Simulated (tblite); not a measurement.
A geometry optimisation, step by step.

Compound: C₆H₉P₂ (charge +1).
SMILES with atom numbers: `[PH2:1][c:2]1[cH:3][cH:4][cH:5][cH:6][c:7]1[PH3+:8]` (hydrogens: H9, H10 on P1; H11 on C3; H12 on C4; H13 on C5; H14 on C6; H15, H16, H17 on P8)
Bond orders are those of one Lewis drawing.

Computed with GFN2-xTB (tblite), gas phase: L-BFGS steps from a force-field or distance-geometry start until the largest atomic force falls under 0.01 eV/Å. 5 of its 121 geometries are shown.

Step 0: E = -598.6743 eV, largest atomic force 1.139 eV/Å
```
atom  x, y, z in Å  |  force x, y, z in eV/Å
P1     -1.224    2.228   -0.106   -0.540   0.521  -0.128
C2     -0.045    0.860   -0.199    1.014   0.150   0.496
C3      1.313    1.141   -0.474   -0.519  -0.096  -0.109
C4      2.255    0.134   -0.558   -0.285  -0.540   0.196
C5      1.877   -1.196   -0.329   -0.462   0.268  -0.043
C6      0.542   -1.497   -0.057    0.859  -0.102  -0.141
C7     -0.418   -0.479    0.016    0.693  -0.050  -0.289
P8     -2.073   -0.952    0.375   -1.126   0.027   0.133
H9     -0.389    3.192    0.502   -0.211  -0.469  -0.095
H10    -1.909    1.844    1.083    0.383   0.000  -0.089
H11     1.622    2.167   -0.655   -0.168  -0.167   0.082
H12     3.288    0.364   -0.773   -0.060   0.026   0.000
H13     2.611   -1.988   -0.383   -0.111   0.093   0.028
H14     0.262   -2.533    0.104   -0.031   0.124  -0.006
H15    -2.260   -2.346    0.286    0.167   0.709   0.078
H16    -2.994   -0.363   -0.515    0.366  -0.260   0.489
H17    -2.463   -0.565    1.675    0.032  -0.234  -0.601
```

Step 30: E = -598.9018 eV, largest atomic force 0.386 eV/Å
```
atom  x, y, z in Å  |  force x, y, z in eV/Å
P1     -1.438    1.959    0.081    0.250   0.111   0.273
C2     -0.010    0.811   -0.113   -0.089   0.210   0.068
C3      1.311    1.127   -0.400   -0.209   0.091   0.005
C4      2.252    0.114   -0.523   -0.098   0.132   0.041
C5      1.899   -1.214   -0.340    0.002   0.037  -0.063
C6      0.591   -1.552   -0.051   -0.057  -0.027  -0.067
C7     -0.364   -0.543    0.028    0.118   0.177  -0.020
P8     -2.091   -0.860    0.306   -0.070   0.007   0.020
H9     -0.787    3.192   -0.022    0.021  -0.219  -0.023
H10    -1.402    1.953    1.497    0.075   0.055  -0.241
H11     1.600    2.160   -0.540   -0.015  -0.064   0.027
H12     3.267    0.379   -0.754    0.147  -0.024  -0.041
H13     2.644   -1.981   -0.459    0.051  -0.104   0.080
H14     0.295   -2.576    0.095    0.023  -0.206  -0.023
H15    -2.350   -2.207    0.237    0.060  -0.117   0.001
H16    -2.900   -0.250   -0.612   -0.120  -0.120  -0.030
H17    -2.525   -0.499    1.560   -0.090   0.062  -0.007
```

Step 60: E = -598.9969 eV, largest atomic force 0.043 eV/Å
```
atom  x, y, z in Å  |  force x, y, z in eV/Å
P1     -1.421    1.938    0.307    0.000   0.006  -0.006
C2     -0.022    0.808   -0.036    0.012  -0.009   0.040
C3      1.294    1.138   -0.314    0.005  -0.001   0.017
C4      2.235    0.130   -0.481    0.000  -0.008   0.004
C5      1.875   -1.207   -0.378   -0.009  -0.006   0.008
C6      0.562   -1.560   -0.120   -0.006  -0.017  -0.026
C7     -0.380   -0.547    0.035    0.016  -0.014  -0.011
P8     -2.117   -0.885    0.295    0.023   0.017  -0.003
H9     -0.928    3.074   -0.322   -0.003   0.013  -0.023
H10    -0.979    2.338    1.571   -0.009  -0.004  -0.033
H11     1.584    2.175   -0.398    0.019  -0.001   0.023
H12     3.263    0.390   -0.684   -0.010   0.014  -0.023
H13     2.616   -1.980   -0.508    0.009   0.035   0.009
H14     0.275   -2.600   -0.049   -0.006  -0.007  -0.010
H15    -2.248   -2.259    0.304   -0.025  -0.020   0.024
H16    -2.943   -0.468   -0.715   -0.024   0.025  -0.022
H17    -2.674   -0.474    1.481    0.006  -0.022   0.032
```

Step 90: E = -599.0061 eV, largest atomic force 0.023 eV/Å
```
atom  x, y, z in Å  |  force x, y, z in eV/Å
P1     -1.424    1.928    0.329    0.011   0.005   0.019
C2     -0.017    0.793    0.030    0.005   0.003  -0.011
C3      1.306    1.133   -0.200    0.006  -0.009  -0.012
C4      2.241    0.132   -0.427    0.009  -0.009   0.014
C5      1.870   -1.206   -0.422   -0.001  -0.001  -0.008
C6      0.555   -1.570   -0.186   -0.005   0.003  -0.014
C7     -0.381   -0.562    0.030   -0.001   0.005   0.013
P8     -2.116   -0.895    0.320   -0.003  -0.002  -0.003
H9     -1.032    2.946   -0.533   -0.012   0.005   0.004
H10    -0.898    2.557    1.456   -0.007   0.004  -0.014
H11     1.608    2.170   -0.207   -0.012  -0.006   0.001
H12     3.271    0.398   -0.609   -0.002   0.005  -0.007
H13     2.610   -1.968   -0.610    0.003  -0.007   0.020
H14     0.262   -2.611   -0.180   -0.001  -0.001   0.000
H15    -2.265   -2.269    0.320    0.009   0.011  -0.007
H16    -2.978   -0.460   -0.655    0.000   0.004   0.013
H17    -2.620   -0.503    1.536    0.003  -0.011  -0.009
```

Step 120: E = -599.0080 eV, largest atomic force 0.009 eV/Å
```
atom  x, y, z in Å  |  force x, y, z in eV/Å
P1     -1.416    1.924    0.383    0.005   0.006   0.000
C2     -0.013    0.793    0.049    0.001   0.001   0.002
C3      1.313    1.130   -0.168    0.001  -0.001  -0.006
C4      2.245    0.129   -0.405   -0.001   0.000   0.001
C5      1.869   -1.207   -0.426    0.000  -0.001   0.002
C6      0.550   -1.568   -0.209   -0.004   0.000  -0.004
C7     -0.382   -0.560    0.025    0.000   0.001   0.005
P8     -2.116   -0.898    0.320   -0.001   0.000   0.003
H9     -1.143    2.863   -0.607   -0.002  -0.009   0.000
H10    -0.810    2.676    1.384   -0.004   0.000   0.004
H11     1.619    2.166   -0.152   -0.003   0.001  -0.002
H12     3.277    0.395   -0.575   -0.001   0.000   0.001
H13     2.607   -1.971   -0.612    0.003   0.003   0.001
H14     0.253   -2.607   -0.222   -0.001  -0.003  -0.004
H15    -2.264   -2.270    0.259   -0.001   0.002  -0.001
H16    -3.000   -0.420   -0.615    0.008   0.002  -0.003
H17    -2.596   -0.563    1.561    0.000   0.001   0.002
```

**Question.** Summarise the path.

**Answer.** The energy falls by 7.70 kcal/mol from step 0 to step 120; nine tenths of that is first reached at step 40. It rises by more than 0.2 meV at step 27. The largest force goes from 1.139 to 0.009 eV/Å. Among the bonds P8–H17 changes most (a near tie, within 0.001 Å, with another), from 1.411 to 1.372 Å; the atoms move by 0.542 Å rms after alignment.

**Question.** Follow the three bonds and two angles with the largest change from start to end.

**Answer.** 
```
step  E above end (kcal/mol)  largest force (eV/Å)  P8–H17 (Å)  P8–H16 (Å)  P1–H10 (Å)  P1–C2–C7 (°)  P1–C2–C3 (°)
   0                    7.70                 1.139       1.411       1.410       1.425         122.6         119.1
   5                    4.67                 0.200       1.373       1.370       1.411         122.4         119.9
  10                    4.32                 0.132       1.376       1.375       1.408         121.1         120.8
  16                    3.93                 0.150       1.379       1.374       1.410         118.9         122.7
  21                    3.47                 0.209       1.376       1.372       1.415         116.8         124.8
  26                    2.88                 0.179       1.379       1.371       1.399         115.2         126.8
  31                    2.27                 0.219       1.375       1.367       1.405         113.6         127.7
  37                    1.01                 0.157       1.377       1.375       1.401         113.8         127.7
  42                    0.64                 0.179       1.372       1.369       1.400         113.4         126.9
  47                    0.44                 0.073       1.376       1.373       1.398         113.6         127.5
  52                    0.35                 0.062       1.373       1.371       1.396         113.7         127.3
  57                    0.29                 0.061       1.374       1.371       1.396         113.2         127.9
  63                    0.22                 0.067       1.376       1.373       1.395         112.9         128.3
  68                    0.16                 0.035       1.373       1.371       1.395         112.7         128.5
  73                    0.12                 0.037       1.374       1.373       1.395         113.0         128.3
  78                    0.09                 0.040       1.373       1.370       1.395         113.3         127.8
  83                    0.06                 0.039       1.373       1.372       1.394         113.6         127.6
  89                    0.05                 0.023       1.373       1.372       1.393         113.5         127.5
  94                    0.03                 0.029       1.373       1.371       1.392         113.5         127.5
  99                    0.02                 0.030       1.373       1.372       1.393         113.4         127.7
 104                    0.01                 0.015       1.373       1.372       1.392         113.4         127.7
 110                    0.01                 0.013       1.373       1.372       1.392         113.3         127.7
 115                    0.00                 0.010       1.372       1.372       1.392         113.4         127.7
 120                    0.00                 0.009       1.372       1.372       1.391         113.4         127.7
```

What follows is the cost of the whole relaxation. Time: 1.4 s wall. Hardware: one thread of an Arm Neoverse N1, shared host.
